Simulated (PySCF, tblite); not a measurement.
Isomers of C4H3Cl2N, one GFN2-xTB conformer each. Single-point energies are computed at PBE0/pcSseg-1 (PySCF, gas phase, no added dispersion term), electronic only.

```csv
SMILES,GFN2-xTB relative energy (kJ/mol)
N#CC/C(Cl)=C/Cl,0.0
N#C/C=C(/Cl)CCl,0.7
```

Conformers: `[N:1]#[C:2][CH2:3]/[C:4]([Cl:5])=[CH:6]/[Cl:7]` with C2–C3–C4–Cl5 -73°; `[N:1]#[C:2]/[CH:3]=[C:4](/[Cl:5])[CH2:6][Cl:7]` with C3–C4–C6–Cl7 -105°.

**Question.** What does PBE0/pcSseg-1 give for the same structures?

**Answer.** 
| SMILES | PBE0/pcSseg-1 E (Eh) | PBE0/pcSseg-1 (kJ/mol) | GFN2-xTB (kJ/mol) | point group |
| --- | --- | --- | --- | --- |
| N#C/C=C(/Cl)CCl | -1128.72700 | 0.0 | 0.7 | C1 |
| N#CC/C(Cl)=C/Cl | -1128.72209 | 12.9 | 0.0 | C1 |

GFN2-xTB puts N#CC/C(Cl)=C/Cl lowest instead. 

**Question.** Which frontier levels, dipoles and rotational constants go with these structures?

**Answer.** 
```tsv
SMILES	HOMO (eV, PBE0/pcSseg-1)	LUMO (eV)	dipole (D)	A, B, C (MHz)
N#C/C=C(/Cl)CCl	-8.28	-2.38	2.85	2018, 1369, 866.7
N#CC/C(Cl)=C/Cl	-7.82	-1.05	3.82	3143, 1019, 867.2
```

**Question.** What happens when harmonic zero-point energies from GFN2-xTB frequencies are added?

**Answer.** 
| SMILES | ZPE (kJ/mol) | electronic (kJ/mol) | with ZPE (kJ/mol) |
| --- | --- | --- | --- |
| N#C/C=C(/Cl)CCl | 154.7 | 0.0 | 0.0 |
| N#CC/C(Cl)=C/Cl | 154.3 | 12.9 | 12.5 |

The zero-point energies span 0.4 kJ/mol. The order is unchanged.

**Question.** As an exercise, what shares would exp(−E/RT) give at 1000 K from these electronic energies alone (no entropy, no degeneracies)?

**Answer.** RT = 8.314 kJ/mol: N#C/C=C(/Cl)CCl 82.5 %, N#CC/C(Cl)=C/Cl 17.5 %.
